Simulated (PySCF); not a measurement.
## Calculated data, CH6BOSi, CH6BSi, C2H6AlO, CH4BClN and others

Calculation on a computer-drawn molecule: optimised geometry and harmonic frequencies of an isolated molecule of the commonest isotopes, restricted reference for singlets and unrestricted otherwise, frozen core in MP2. Program: PySCF 2.14.0.

Common to all runs: charge 0; multiplicity 2; method HF; basis cc-pV(D+d)Z.

```yaml
- entry: 1
  formula: CH6BOSi
  start_structure:
    atoms_angstrom:
      - [C, -0.6795, -0.7883, -0.1363]
      - [B, 0.7654, -0.9669, -0.4494]
      - [O, 1.7239, -0.6642, 0.5143]
      - [Si, 1.2461, -1.5468, -2.2084]
      - [H, -1.5048, -1.3348, -0.5854]
      - [H, -1.1152, 0.0001, 0.4807]
      - [H, 2.5873, -0.6952, 0.3036]
      - [H, 1.3996, -0.4766, -3.1717]
      - [H, 0.3288, -2.4893, -2.8453]
      - [H, 2.5931, -2.2099, -2.1675]
  given:
    drawn_bonds_atom: [1, 2, 2, 1, 1, 3, 4, 4, 4]
    drawn_bonds_other_atom: [2, 3, 4, 5, 6, 7, 8, 9, 10]
    drawn_bonds_order: [1, 1, 1, 1, 1, 1, 1, 1, 1]
  results:
    optimised_atom_element: [C, B, O, Si, H, H, H, H, H, H]
    "optimised_atom_x [angstrom]": [-0.7471, 0.7368, 1.621, 1.339, -1.544, -1.063, 2.518, 1.012, 0.6631, 2.809]
    "optimised_atom_y [angstrom]": [-0.6083, -0.9313, -0.7431, -1.611, -0.7181, -0.2496, -0.9479, -0.6263, -2.888, -1.849]
    "optimised_atom_z [angstrom]": [-0.1363, -0.4386, 0.5781, -2.29, -0.8654, 0.8402, 0.3661, -3.354, -2.64, -2.326]
    "modes_frequency [cm^-1]": [53.83, 198.2, 266.7, 334.9, 368.1, 540.8, 600.6, 623.8, 668.9, 753.5, 910.2, 988.3, 1025, 1025, 1049, 1284, 1377, 1550, 2264, 2281, 2291, 3267, 3360, 4174]
    "modes_reduced_mass [dalton]": [1.091, 2.49, 1.07, 3.56, 1.719, 3.209, 1.159, 1.394, 1.303, 1.794, 1.678, 1.155, 1.035, 1.036, 1.57, 1.917, 6.611, 1.252, 1.045, 1.05, 1.025, 1.056, 1.113, 1.067]
    "rotational_constants [GHz]": [8.579, 3.657, 2.642]
    "total_energy [hartree]": -429.8599
    spin_squared: 0.7589
    "convergence_status_largest_gradient_component [hartree/bohr]": 2.106e-05
- entry: 2
  formula: CH6BOSi
  start_structure:
    atoms_angstrom:
      - [C, 1.1942, -1.4619, 0.297]
      - [B, -0.0049, -1.7615, 1.1503]
      - [Si, -1.7349, -1.1626, 0.5203]
      - [O, -1.8321, -0.685, -1.0454]
      - [H, 1.9047, -2.2113, 0.1962]
      - [H, 1.2592, -0.6015, -0.3218]
      - [H, 0.0405, -2.3563, 2.185]
      - [H, -2.8562, -2.1601, 0.5599]
      - [H, -2.2048, 0.0548, 1.321]
      - [H, -1.2014, -0.1874, -1.4557]
  given:
    drawn_bonds_atom: [1, 2, 3, 1, 1, 2, 3, 3, 4]
    drawn_bonds_other_atom: [2, 3, 4, 5, 6, 7, 8, 9, 10]
    drawn_bonds_order: [1, 1, 1, 1, 1, 1, 1, 1, 1]
  results:
    optimised_atom_element: [C, B, Si, O, H, H, H, H, H, H]
    "optimised_atom_x [angstrom]": [1.259, -0.004538, -1.835, -1.82, 2.242, 1.242, 0.09708, -2.765, -2.397, -1.455]
    "optimised_atom_y [angstrom]": [-1.672, -1.715, -1.124, -0.5317, -1.967, -1.349, -2.128, -2.276, -0.0971, 0.3262]
    "optimised_atom_z [angstrom]": [0.2526, 1.13, 0.4628, -1.094, 0.6112, -0.7849, 2.258, 0.434, 1.383, -1.247]
    "modes_frequency [cm^-1]": [89.46, 123.3, 143.3, 219.7, 383.5, 458.8, 571.8, 734.3, 777.0, 858.4, 860.8, 877.1, 932.3, 986.3, 1016, 1098, 1246, 1563, 2262, 2307, 2669, 3266, 3352, 4181]
    "modes_reduced_mass [dalton]": [1.892, 4.272, 1.053, 1.046, 4.255, 1.182, 3.421, 1.179, 1.103, 1.338, 3.059, 1.622, 1.186, 1.272, 1.079, 2.009, 2.236, 1.194, 1.042, 1.038, 1.092, 1.056, 1.113, 1.067]
    "rotational_constants [GHz]": [10.43, 3.468, 2.701]
    "total_energy [hartree]": -429.8377
    spin_squared: 0.757
    "convergence_status_largest_gradient_component [hartree/bohr]": 1.616e-05
- entry: 3
  formula: CH6BSi
  start_structure:
    atoms_angstrom:
      - [C, -0.6689, -1.2935, -1.5319]
      - [B, 0.3117, -0.4333, -0.9591]
      - [Si, -0.1164, 0.4762, 0.7679]
      - [H, -1.8328, -1.2067, -1.4794]
      - [H, -0.4391, -2.2332, -2.034]
      - [H, 1.3796, -0.2836, -1.3672]
      - [H, 0.5239, -0.0689, 1.9654]
      - [H, 0.3099, 1.8674, 0.7093]
      - [H, -1.6362, 0.5626, 1.0537]
  given:
    drawn_bonds_atom: [1, 2, 1, 1, 2, 3, 3, 3]
    drawn_bonds_other_atom: [2, 3, 4, 5, 6, 7, 8, 9]
    drawn_bonds_order: [1, 1, 1, 1, 1, 1, 1, 1]
  results:
    optimised_atom_element: [C, B, Si, H, H, H, H, H, H]
    "optimised_atom_x [angstrom]": [-0.7355, 0.304, -0.1539, -1.792, -0.4741, 1.451, 0.6086, 0.2229, -1.6]
    "optimised_atom_y [angstrom]": [-1.354, -0.5497, 0.5761, -1.38, -1.948, -0.5861, 0.09348, 1.997, 0.5392]
    "optimised_atom_z [angstrom]": [-1.618, -0.8187, 0.8246, -1.364, -2.49, -1.182, 2.007, 0.5964, 1.17]
    "modes_frequency [cm^-1]": [71.49, 212.6, 226.4, 501.5, 538.9, 658.6, 748.8, 868.8, 903.4, 993.8, 1022, 1031, 1103, 1245, 1566, 2276, 2276, 2288, 2677, 3267, 3352]
    "modes_reduced_mass [dalton]": [1.213, 1.054, 2.278, 1.07, 2.18, 1.565, 1.239, 1.65, 1.208, 1.108, 1.04, 1.035, 1.973, 2.154, 1.192, 1.05, 1.05, 1.02, 1.092, 1.056, 1.113]
    "rotational_constants [GHz]": [30.91, 4.302, 3.947]
    "total_energy [hartree]": -354.9248
    spin_squared: 0.7569
    "convergence_status_largest_gradient_component [hartree/bohr]": 9.721e-06
- entry: 4
  formula: C2H6AlO
  start_structure:
    atoms_angstrom:
      - [C, -0.1589, 1.2386, 0.6507]
      - [C, -1.1671, 0.373, 1.2627]
      - [O, -1.7598, 0.8966, 2.3611]
      - [Al, -2.4581, 1.6771, 3.7127]
      - [H, 0.3878, 0.9754, -0.2476]
      - [H, 0.073, 2.24, 1.1766]
      - [H, -1.9513, 0.1791, 0.4573]
      - [H, -0.7938, -0.5818, 1.5476]
      - [H, -3.5106, 0.8001, 4.4748]
      - [H, -1.9552, 3.0133, 4.1658]
  given:
    drawn_bonds_atom: [1, 2, 3, 1, 1, 2, 2, 4, 4]
    drawn_bonds_other_atom: [2, 3, 4, 5, 6, 7, 8, 9, 10]
    drawn_bonds_order: [1, 1, 1, 1, 1, 1, 1, 1, 1]
  results:
    optimised_atom_element: [C, C, O, Al, H, H, H, H, H, H]
    "optimised_atom_x [angstrom]": [-0.3001, -1.197, -1.943, -2.412, 0.1018, 0.2042, -1.877, -0.6001, -3.543, -1.728]
    "optimised_atom_y [angstrom]": [1.407, 0.2805, 0.5454, 1.607, 1.425, 1.999, 0.0373, -0.6234, 1.113, 3.02]
    "optimised_atom_z [angstrom]": [0.8272, 1.237, 2.38, 3.586, -0.1794, 1.583, 0.4154, 1.418, 4.561, 3.733]
    "modes_frequency [cm^-1]": [26.86, 108.7, 148.2, 214.8, 444.7, 524.9, 611.9, 669.3, 685.1, 858.4, 939.8, 1059, 1186, 1329, 1373, 1509, 1558, 1607, 1997, 2019, 3127, 3187, 3276, 3385]
    "modes_reduced_mass [dalton]": [1.342, 3.809, 1.475, 1.213, 1.989, 1.344, 1.325, 1.175, 3.841, 1.107, 1.53, 2.273, 1.989, 6.078, 1.106, 1.208, 1.281, 1.078, 1.052, 1.033, 1.07, 1.092, 1.053, 1.118]
    "rotational_constants [GHz]": [16.6, 3.228, 2.762]
    "total_energy [hartree]": -396.0036
    spin_squared: 0.7616
    "convergence_status_largest_gradient_component [hartree/bohr]": 2.206e-05
- entry: 5
  formula: CH4BClN
  start_structure:
    atoms_angstrom:
      - [C, 0.1002, 0.0208, -1.614]
      - ["N", -0.934, -0.871, -1.892]
      - [B, -1.9678, -0.7549, -2.8317]
      - [Cl, -2.1605, 0.6493, -3.8413]
      - [H, 0.784, -0.1844, -0.8211]
      - [H, 0.0446, 0.967, -2.1494]
      - [H, -0.8624, -1.727, -1.3176]
      - [H, -2.7791, -1.6306, -2.9106]
  given:
    drawn_bonds_atom: [1, 2, 3, 1, 1, 2, 3]
    drawn_bonds_other_atom: [2, 3, 4, 5, 6, 7, 8]
    drawn_bonds_order: [1, 1, 1, 1, 1, 1, 1]
  results:
    optimised_atom_element: [C, "N", B, Cl, H, H, H, H]
    "optimised_atom_x [angstrom]": [0.133, -0.9209, -1.979, -2.174, 0.7327, 0.09557, -0.8825, -2.78]
    "optimised_atom_y [angstrom]": [0.00714, -0.8756, -0.7739, 0.662, -0.158, 0.9767, -1.718, -1.651]
    "optimised_atom_z [angstrom]": [-1.663, -1.902, -2.802, -3.843, -0.7809, -2.132, -1.364, -2.891]
    "modes_frequency [cm^-1]": [228.5, 249.1, 341.9, 473.5, 547.5, 682.6, 798.3, 928.6, 1029, 1152, 1291, 1403, 1575, 1651, 2777, 3323, 3458, 3837]
    "modes_reduced_mass [dalton]": [4.718, 1.087, 2.278, 1.454, 4.099, 1.152, 4.795, 1.389, 1.702, 1.228, 2.0, 2.069, 1.183, 1.915, 1.098, 1.05, 1.124, 1.076]
    "rotational_constants [GHz]": [15.78, 3.532, 2.888]
    "total_energy [hartree]": -578.8863
    spin_squared: 0.7655
    "convergence_status_largest_gradient_component [hartree/bohr]": 3.41e-05
- entry: 6
  formula: CH6AlBN
  start_structure:
    atoms_angstrom:
      - [C, 0.8313, 2.7077, -0.3584]
      - ["N", 1.5362, 2.1268, 0.6491]
      - [B, 1.6908, 0.6795, 0.7798]
      - [Al, 1.0406, -0.6126, -0.5883]
      - [H, 0.7534, 3.7704, -0.427]
      - [H, 0.3767, 2.1125, -1.1204]
      - [H, 1.8619, 2.7143, 1.3808]
      - [H, 2.3272, 0.4545, 1.8375]
      - [H, 0.2227, -0.2173, -1.8685]
      - [H, 1.1859, -2.1746, -0.5478]
  given:
    drawn_bonds_atom: [1, 2, 3, 1, 1, 2, 3, 4, 4]
    drawn_bonds_other_atom: [2, 3, 4, 5, 6, 7, 8, 9, 10]
    drawn_bonds_order: [1, 1, 1, 1, 1, 1, 1, 1, 1]
  results:
    optimised_atom_element: [C, "N", B, Al, H, H, H, H, H, H]
    "optimised_atom_x [angstrom]": [0.6271, 1.485, 1.806, 1.04, 0.6402, 0.2578, 1.892, 2.574, 0.9376, 0.5665]
    "optimised_atom_y [angstrom]": [2.802, 2.122, 0.7544, -0.7445, 3.882, 2.279, 2.711, 0.4465, -0.5257, -2.164]
    "optimised_atom_z [angstrom]": [-0.2026, 0.6546, 0.6857, -0.6748, -0.1892, -1.073, 1.355, 1.567, -2.249, -0.1373]
    "modes_frequency [cm^-1]": [33.21, 146.4, 228.1, 321.9, 433.7, 462.2, 494.9, 538.5, 665.0, 698.7, 858.1, 925.0, 1017, 1133, 1295, 1387, 1578, 1636, 1935, 1951, 2625, 3305, 3430, 3812]
    "modes_reduced_mass [dalton]": [1.065, 3.305, 1.216, 1.611, 2.002, 1.934, 1.56, 1.428, 1.933, 1.261, 1.068, 1.244, 1.726, 1.279, 2.023, 2.402, 1.195, 1.65, 1.054, 1.031, 1.091, 1.05, 1.124, 1.076]
    "rotational_constants [GHz]": [13.47, 2.881, 2.412]
    "total_energy [hartree]": -362.3798
    spin_squared: 0.7692
    "convergence_status_largest_gradient_component [hartree/bohr]": 3.021e-06
- entry: 7
  formula: CH5FNSi
  start_structure:
    atoms_angstrom:
      - [C, -2.0819, 0.6181, -0.8241]
      - ["N", -1.6344, -0.2576, 0.0869]
      - [Si, -0.2, -1.2248, -0.0803]
      - [F, 1.0333, -0.2816, -0.3116]
      - [H, -1.3799, 0.8555, -1.6477]
      - [H, -2.954, 1.1199, -0.5631]
      - [H, -2.2357, -0.4334, 0.8255]
      - [H, -0.1959, -2.1449, -1.2313]
      - [H, -0.0744, -1.8889, 1.3014]
  given:
    drawn_bonds_atom: [1, 2, 3, 1, 1, 2, 3, 3]
    drawn_bonds_other_atom: [2, 3, 4, 5, 6, 7, 8, 9]
    drawn_bonds_order: [1, 1, 1, 1, 1, 1, 1, 1]
  results:
    optimised_atom_element: [C, "N", Si, F, H, H, H, H, H]
    "optimised_atom_x [angstrom]": [-2.229, -1.606, -0.1848, 1.159, -1.735, -2.839, -2.018, -0.123, -0.1476]
    "optimised_atom_y [angstrom]": [0.4671, -0.2702, -1.201, -0.3088, 0.4933, 1.312, -0.1517, -1.82, -2.159]
    "optimised_atom_z [angstrom]": [-0.9046, 0.1142, -0.02498, 0.09957, -1.867, -0.614, 1.019, -1.355, 1.088]
    "modes_frequency [cm^-1]": [97.39, 175.5, 281.4, 343.3, 463.6, 635.4, 701.6, 801.7, 865.4, 896.3, 1018, 1026, 1172, 1296, 1529, 1596, 2373, 2376, 3288, 3408, 3824]
    "modes_reduced_mass [dalton]": [3.212, 1.156, 2.602, 4.058, 1.247, 1.276, 1.698, 2.956, 1.232, 3.442, 1.087, 1.225, 1.215, 3.19, 1.311, 1.278, 1.039, 1.043, 1.049, 1.123, 1.076]
    "rotational_constants [GHz]": [13.75, 3.518, 3.167]
    "total_energy [hartree]": -483.6537
    spin_squared: 0.7604
    "convergence_status_largest_gradient_component [hartree/bohr]": 2.425e-05
- entry: 8
  formula: CH7N2Si
  start_structure:
    atoms_angstrom:
      - [C, 0.0096, 1.9511, 1.9198]
      - ["N", 0.4164, 1.2118, 0.8709]
      - [Si, 0.9777, 1.6147, -0.6684]
      - ["N", -0.0863, 2.7307, -1.5782]
      - [H, -0.4538, 1.5617, 2.8085]
      - [H, -0.1901, 3.0157, 1.7148]
      - [H, 0.4672, 0.2024, 1.1294]
      - [H, 1.0263, 0.4707, -1.4029]
      - [H, 2.1746, 2.4452, -0.6096]
      - [H, -1.0877, 2.405, -1.7022]
      - [H, -0.0777, 3.714, -1.3766]
  given:
    drawn_bonds_atom: [1, 2, 3, 1, 1, 2, 3, 3, 4, 4]
    drawn_bonds_other_atom: [2, 3, 4, 5, 6, 7, 8, 9, 10, 11]
    drawn_bonds_order: [1, 1, 1, 1, 1, 1, 1, 1, 1, 1]
  results:
    spin_squared: null
    "total_energy [hartree]": null
```

**Q.** What spin squared does the calculation give for CH7N2Si (entry 8)?
**A.** 0.7602

**Q.** Give the missing total energy for CH7N2Si (entry 8).
**A.** -439.7939 hartree

Further results for CH7N2Si (entry 8):

* rotational constants: 11.12, 3.933, 3.18 GHz
* convergence status largest gradient component: 2.032e-05 hartree/bohr

Optimised structure:
```xyz
11
CH7N2Si
C      0.0057     1.9633     1.9666
N      0.3580     1.1562     0.8780
Si     0.9247     1.7105    -0.6546
N     -0.1972     2.8341    -1.2966
H     -0.4382     1.4728     2.8240
H     -0.3063     2.9742     1.7383
H      0.5241     0.1977     1.1145
H      1.1252     0.4567    -1.4233
H      2.2117     2.4451    -0.6227
H     -1.1450     2.5689    -1.4864
H      0.1135     3.5434    -1.9324
```

Modes:
| frequency (cm⁻¹) | reduced mass (dalton) |
| --- | --- |
| 120.4 | 2.672 |
| 207.6 | 1.134 |
| 224.5 | 2.829 |
| 265.5 | 1.183 |
| 371.7 | 1.339 |
| 446.3 | 1.756 |
| 487.1 | 1.222 |
| 671.8 | 1.238 |
| 703.8 | 1.293 |
| 738.1 | 2.22 |
| 809.4 | 1.441 |
| 874.6 | 2.46 |
| 931.9 | 1.476 |
| 1033 | 1.286 |
| 1062 | 1.061 |
| 1169 | 1.216 |
| 1300 | 3.146 |
| 1527 | 1.307 |
| 1592 | 1.279 |
| 1689 | 1.117 |
| 2275 | 1.05 |
| 2300 | 1.03 |
| 3279 | 1.05 |
| 3397 | 1.121 |
| 3780 | 1.051 |
| 3823 | 1.076 |
| 3875 | 1.096 |
